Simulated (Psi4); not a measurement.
C$_{2}$HF$_{3}$O$_{2}$, charge +1, doublet (typed; the unrestricted solution is spin-contaminated), at the geometry of the source list (a state made from the parent by changing its charge; the spin is typed, not shown lowest), with bond 6-4 at 1.8 times its length; HF/3-21G run with Psi4.

Here is a job for Psi4.
```
memory 2 GB

molecule mol {
1 2
  O     1.241000   -0.787300    0.342000
  C     0.605400    0.297000   -0.049000
  O     1.087200    1.344500   -0.345400
  C    -0.930400    0.018900   -0.075100
  F    -1.374400   -0.334200    1.135200
  F    -2.156200    1.951920   -0.771160
  F    -1.222700   -0.977000   -0.917300
  H     2.205300   -0.654600    0.371500
}

set basis 3-21g
set reference uhf
set stability_analysis follow
set scf_type pk

energy('scf')
print_variables()
```

Question: Predict the main parts of the log of this Psi4 run.

Answer: 
```
   => Loading Basis Set <=

    Name: 3-21G
    Role: ORBITAL
    Keyword: BASIS

         ---------------------------------------------------------
                                   SCF
               by Justin Turney, Rob Parrish, Andy Simmonett
                          and Daniel G. A. Smith
                              UHF Reference
         ---------------------------------------------------------

  ==> Geometry <==

    Molecular point group: c1
    Full point group: C1

    Geometry (in Angstrom), charge = 1, multiplicity = 2:

       Center              X                  Y                   Z               Mass
    ------------   -----------------  -----------------  -----------------  -----------------
         O            1.721233509249    -0.999735237046     0.444464591719    15.994914619570
         C            1.085633509249     0.084564762954     0.053464591719    12.000000000000
         O            1.567433509249     1.132064762954    -0.242935408281    15.994914619570
         C           -0.450166490751    -0.193535237046     0.027364591719    12.000000000000
         F           -0.894166490751    -0.546635237046     1.237664591719    18.998403162730
         F           -1.675966490751     1.739484762954    -0.668695408281    18.998403162730
         F           -0.742466490751    -1.189435237046    -0.814835408281    18.998403162730
         H            2.685533509249    -0.867035237046     0.473964591719     1.007825032230

  Running in c1 symmetry.

  Rotational constants: A =      0.10183  B =      0.06727  C =      0.05143 [cm^-1]
  Rotational constants: A =   3052.91463  B =   2016.83892  C =   1541.74751 [MHz]
  Nuclear repulsion =  306.741273568464635

  Charge       = 1
  Multiplicity = 2
  Electrons    = 55
  Nalpha       = 28
  Nbeta        = 27

  ==> Algorithm <==

  SCF Algorithm Type is PK.
  DIIS enabled.
  MOM disabled.
  Fractional occupation disabled.
  Guess Type is SAD.
  Energy threshold   = 1.00e-06
  Density threshold  = 1.00e-06
  Integral threshold = 1.00e-12

  ==> Primary Basis <==

  Basis Set: 3-21G
    Blend: 3-21G
    Number of shells: 37
    Number of basis functions: 65
    Number of Cartesian functions: 65
    Spherical Harmonics?: false
    Max angular momentum: 1

  ==> Integral Setup <==

  Using in-core PK algorithm.
   Calculation information:
      Number of atoms:                   8
      Number of AO shells:              37
      Number of primitives:             66
[...]
    Wavefunction unstable!
    Rotating orbitals by 0.5 * pi / 2 radians along unstable eigenvector.
[...]
    Wavefunction stable under totally symmetric rotations.
    Lowest totally symmetric eigenvalue: 0.004362
    Lowest UHF->UHF stability eigenvalues:
       A 0.004362

    Stability analysis over.

  ==> Post-Iterations <==

   @Spin Contamination Metric:   9.670981019E-01
   @S^2 Expected:                7.500000000E-01
   @S^2 Observed:                1.717098102E+00
   @S   Expected:                5.000000000E-01
   @S   Observed:                5.000000000E-01

    Orbital Energies [Eh]
    ---------------------

    Alpha Occupied:

[...]
      28A     -0.704582

    Alpha Virtual:

[...]
      65A      4.139447

    Beta Occupied:

[...]
    Beta Virtual:

[...]
    Final Occupation by Irrep:
              A
    DOCC [    27 ]
    SOCC [     1 ]
    NA   [    28 ]
    NB   [    27 ]

  @UHF Final Energy:  -520.97822449871262

   => Energetics <=

    Nuclear Repulsion Energy =            306.7412735684646350
    One-Electron Energy =               -1318.2575158607662615
    Two-Electron Energy =                 490.5380177935890060
    Total Energy =                       -520.9782244987126205

  UHF NO Occupations:
  HONO-2 :   26  A 1.9953038
  HONO-1 :   27  A 1.2389484
  HONO-0 :   28  A 1.0000000
  LUNO+0 :   29  A 0.7610516
  LUNO+1 :   30  A 0.0046962
  LUNO+2 :   31  A 0.0039959
  LUNO+3 :   32  A 0.0008429

Computation Completed

Properties will be evaluated at   0.000000,   0.000000,   0.000000 [a0]

Properties computed using the SCF density matrix

 Multipole Moments:

 ------------------------------------------------------------------------------------
     Multipole            Electronic (a.u.)      Nuclear  (a.u.)        Total (a.u.)
 ------------------------------------------------------------------------------------

 L = 1.  Multiply by 2.5417464519 to convert [e a0] to [Debye]
 Dipole X            :         -2.7565450            5.6583626            2.9018175
 Dipole Y            :          1.2451508           -0.8154041            0.4297467
 Dipole Z            :         -0.5974589            0.6772346            0.0797757
 Magnitude           :                                                    2.9345513

 ------------------------------------------------------------------------------------

  Variable Map:
  ----------------------------------------------------------------------------
[...]
  Array Variable Map:
  ----------------------------------------------------------------------------
[...]
[...]
```
